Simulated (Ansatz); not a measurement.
Diatomic HfSb, multiplicity 2 (lowest of 2S+1 = 2, 4, 6, 8 at PBE0/def2-TZVPP; our sources give no spin for the ground state, which may be another). No spin–orbit coupling.

Seven points along R, fitted to fifth degree in 1/R; most abundant isotopes. Runs in def2 and cc sets follow the lowest solution found near the PBE0 minimum.

Codes used: Ansatz (Gaussian basis) for Hartree–Fock, density functionals and correlated methods. Values without a source in brackets are computed. In def2 rows elements past Kr take small-core potentials, without spin–orbit coupling.

Energies at PBE/def2-TZVPP:

| R (Å) | E (hartree) |
|---|---|
| 2.332069 | -288.17716085 |
| 2.394759 | -288.18610165 |
| 2.452434 | -288.19087004 |
| 2.517631 | -288.19305728 |
| 2.582829 | -288.19254527 |
| 2.658057 | -288.18938180 |
| 2.745823 | -288.18314606 |

With a reduced mass of 72.3158 u, find the minimum, the force constant and the constants.

A fifth-degree polynomial in 1/R puts the minimum at r_e = 2.5359 Å with force constant 257 N/m. Then ω_e = (1/2πc)√(k/μ) = 246 cm⁻¹ and B_e = h/(8π²cμr_e²) = 0.03625 cm⁻¹; the cubic and quartic terms give α_e = 7.2e-5 and ω_e x_e = 0.37 cm⁻¹.

Ansatz is a quantum-chemistry and plane-wave program.
